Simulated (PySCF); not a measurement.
CH7BrGeSi, SMILES [GeH3][SiH2]CBr at its GFN2-xTB optimised geometry (Å):

```
11

Ge     1.6881     1.1818     1.7413
Si     1.0361    -0.2335     0.0000
C     -0.8762    -0.2335     0.0000
Br    -1.4560     1.6310     0.0000
H      0.7080     1.2580     2.8719
H      2.9726     0.7757     2.3988
H      1.9102     2.6057     1.3446
H      1.4433     0.2725    -1.3129
H      1.4560    -1.6310     0.1425
H     -1.3146    -0.6972    -0.8786
H     -1.3072    -0.6861     0.8897
```

Computed with B3LYP/def2-TZVP (PySCF 2.14.0).

Map of the Laplacian of the electron density (e/bohr⁵), clipped to [-1.50, 1.50] on the plane z = 1.0 Å:

```
|555555555555555555555555555|
|555555555555555555555555555|
|555555555555555555555555555|
|555555555555555555555555555|
|555555555555555555555555555|
|555555555555555555545555555|
|555555555555555555555555555|
|555555555555555555555555555|
|555555555555555556776555555|
|555555555555555556996555555|
|555555555555555556886555555|
|555555555555555555555555555|
|555555555555555554555555555|
|555555555555555555555555555|
|555555555555555555555555555|
|555555554055555555555555555|
|555555555455555555555555555|
|555555555555555555555555555|
|555555555555555555555555555|
|555555555555555555555555555|
|555555555555555555555555555|
|555555555555555555555555555|
|555555555555555555555555555|
|555555555555555555555555555|
|555555555555555555555555555|
|555555555555555555555555555|
|555555555555555555555555555|
```
Scale: ten equal steps from -1.50 (start of '0') to 1.30 (end of '9'), in the order '0123456789'; x runs from -4.00 to 4.00, y from -4.00 (bottom) to 4.00 (top).
